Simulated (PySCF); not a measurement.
C3H6F2Si, SMILES [SiH2](F)C1(CC1)F.

The structure is a stationary point at B3LYP-D3(BJ)/def2-SVP. This is a generated structure with no PubChem entry under its InChIKey; it may be hypothetical. Other conformers were not sampled.

Two levels are set side by side: PBE/def2-TZVP (PySCF) and ωB97X/def2-TZVP (PySCF). Same geometry, gas phase. Differences are taken from unrounded values.

```csv
quantity,ωB97X,PBE,PBE minus ωB97X
orbital gap (eV),12.69,5.85,-6.83
highest occupied level (eV),-10.71,-6.93,3.79
lowest empty level (eV),1.98,-1.07,-3.05
dipole moment (D),0.57,0.64,0.06
mean polarisability (bohr³),57.3,60.3,3.0
```

Without exact exchange PBE keeps part of each electron's self-repulsion, which lifts occupied levels and narrows the gap. Loosely held outer electrons make PBE densities more polarisable. Differences between two approximate levels are no errors against the true value.

Rough cost on one machine, each run with all the roots and properties that it gave: ωB97X against PBE within a factor of 2.
